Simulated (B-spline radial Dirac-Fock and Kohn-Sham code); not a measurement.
**2p3/2 emission of Mn⁺**

System: the Mn⁺ ion, 1s2 2s2 2p6 3s2 3p6 3d5 4s1, inside a Watson sphere of charge -1 and radius 2.4 Å (a model of the Madelung potential; inside it an electron's potential energy is raised by 6.0 eV).

Input of the calculation (task.json; shells as n, l, electrons):

```json
{"items": [{
  "Z": 25,
  "q": 1,
  "cfg": [[1, 0, 2], [2, 0, 2], [2, 1, 6], [3, 0, 2], [3, 1, 6], [3, 2, 5], [4, 0, 1]],
  "A": 55,
  "rrms": 3.7057,
  "watson": [-1, 2.4],
  "do": ["binding", "quiet", "decay"],
  "holes": ["K", "L1", "L2", "L3", "M1", "M2", "M3"]
}]}
```

Launch: `python xray_run.py task.json out`

The computed values come from a B-spline atomic structure program: a relativistic independent-particle model: LDA orbitals of the hole state, radiative multipoles to third order, Auger rates from the Coulomb interaction with a continuum orbital, Dirac-Fock energies.

```
       line  multipole  energy (eV)  width (meV)  share (%)
 Lℓ (L3-M1)         E1            –        0.145       9.59
Lα2 (L3-M4)         E1        642.9        0.137       9.05
Lα1 (L3-M5)         E1        643.0         1.22       80.8
Lβ6 (L3-N1)         E1        648.5      0.00854      0.564
```

The listed lines hold 100.0 % of the radiative rate. A dash stands for an energy that rests on an unreliable hole state. The radiative width is 0.00151 eV in the length form and 0.00159 eV in the velocity form; the two differ because the transition energies are not eigenvalue differences of the potential that gave the orbitals.
